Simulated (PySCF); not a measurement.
Molecule: Re(O)3(OH), SMILES [O]=[Re](=[O])(=[O])[OH] (HO4Re). Atoms near the plane z = 0.8 Å, at the CAM-B3LYP/def2-SVP optimised geometry (x, y, z in Å): Re1 (-0.6, -0.8, 0.0), O2 (-1.1, 0.8, 0.0), O3 (1.1, -0.8, 0.0), O5 (-1.2, -1.7, 1.5).

Method: CAM-B3LYP/def2-TZVP, def2 effective core potentials past Kr in PySCF. The core electrons that the potentials of Re replace are not part of the density. The values are rescaled to run from 0 to 1.

```
|666666666666666666666666666|
|666666666666666666666666666|
|666666666666666666666666666|
|666666666666666666666666666|
|666666666666666666666666666|
|666666666666666666666666666|
|666666666666666666666666666|
|666666666666666666666666666|
|666666666666666666666666666|
|666666666666666666666666666|
|666666666666665566666666666|
|666666666776655566666666666|
|666666667776555566666666666|
|666665566654345666666666666|
|666655554321235666666666666|
|666655553201125776666666666|
|666655554100025776666666666|
|666666666300025776666666666|
|666666688742235666666666666|
|666666789975445666666666666|
|666666689986555566666666666|
|666666677876555566666666666|
|666666666666655566666666666|
|666666666666666666666666666|
|666666666666666666666666666|
|666666666666666666666666666|
|666666666666666666666666666|
```
Scale: ten equal steps from 0.000 (start of '0') to 1.00 (end of '9'), in the order '0123456789'; x runs from -3.50 to 3.50, y from -3.50 (bottom) to 3.50 (top).

Q: Which quantity is mapped?
(A) an orbital amplitude
(B) deformation density (molecule minus spherical neutral atoms)
(C) electron localisation function
(D) Laplacian of the electron density

A: B, deformation density (molecule minus spherical neutral atoms). In full: deformation density (molecule minus spherical neutral atoms) (e/bohr³).
